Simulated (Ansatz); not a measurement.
Problem. Name a neutral molecule of C, N, O, W and H with HOMO energy (PBE0/def2-TZVPP) between -6.70 and -6.40 eV and HOMO energy (B3LYP/def2-TZVPP) between -6.30 and -6.00 eV (Ansatz, PBE0-D4/def2-TZVP geometry).

Solution. `C[N]=[W](=[N]C)([O]C)[O]C` (-6.48 eV, -6.27 eV). Other molecules can fit too; these were computed, each in one conformer that needn't be the lowest.

B3LYP here is the variant with VWN-RPA as its local correlation; programs differ in this.
